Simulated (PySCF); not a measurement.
trisilylamine (H₉NSi₃), SMILES [SiH3]N([SiH3])[SiH3].

Geometry: B3LYP-D3(BJ)/def2-SVP. The geometry has at least one imaginary mode, so it is a saddle point at that level.

Two levels are set side by side: TDDFT-PBE/def2-SVPD (PySCF) and TDDFT-M06-2X/def2-SVPD (PySCF). Vertical, same geometry. The lowest singlet is HOMO→LUMO 99 % with PBE and HOMO→LUMO 94 % with the other functional; states are paired by order. Differences are taken from unrounded values.

| quantity | TDDFT-M06-2X |
|---|---|
| lowest singlet excitation (eV) | 6.16 |
| lowest triplet excitation (TDA) (eV) | 5.84 |

**Question.** What does TDDFT-PBE give, and how far is it from TDDFT-M06-2X? (Estimate from the structure and the level; the computed values follow.)

**Answer.** 
| quantity | TDDFT-PBE | TDDFT-PBE minus TDDFT-M06-2X |
|---|---|---|
| lowest singlet excitation (eV) | 5.21 | -0.95 |
| lowest triplet excitation (TDA) (eV) | 4.94 | -0.90 |

A lower first singlet is the usual sign of a functional without exact exchange. Differences between two approximate levels are no errors against the true value.

Rough cost on one machine, each run with all the roots and properties that it gave: TDDFT-M06-2X against TDDFT-PBE about 20 times.
